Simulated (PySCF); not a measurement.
# Working out the ionisation energy of N²⁺

N²⁺ [He] 2s2 2p1 (2P) → N³⁺ [He] 2s2 (1S). Computed with PySCF 2.14 in jorge-DZP-DKH (4s2p1d, 15 functions), with the spin-free X2C one-electron Hamiltonian (Gaussian nucleus). Frozen: 1s2. Energies in hartree (1 hartree = 27.21139 eV):

| part | N²⁺ (lower) | N³⁺ (upper) |
| --- | --- | --- |
| UHF | -52.837442 | -51.103132 |
| CCSD correlation | -0.075464 | -0.083893 |
| (T) | -0.000530 | 0.000000 |

What does Hartree-Fock give?

(-51.103132) − (-52.837442) = 1.734310 hartree = 47.193 eV.

What do CCSD and CCSD(T) give?

The CCSD correlation energies differ by -0.008429 hartree = -0.229 eV and the triples by 0.000530 hartree = 0.014 eV, so CCSD gives 46.964 eV and CCSD(T) 46.978 eV.

Reference: 47.445 eV (semi-empirical (NIST evaluation); NIST Atomic Spectra Database, ionization energies), between the lowest levels; spin-orbit coupling is absent from the calculation.

A double-zeta basis recovers only part of the correlation energy.

The coupled-cluster amplitudes are large, so a single reference is strained.

What remains against the reference includes basis incompleteness, the frozen core and higher excitations.
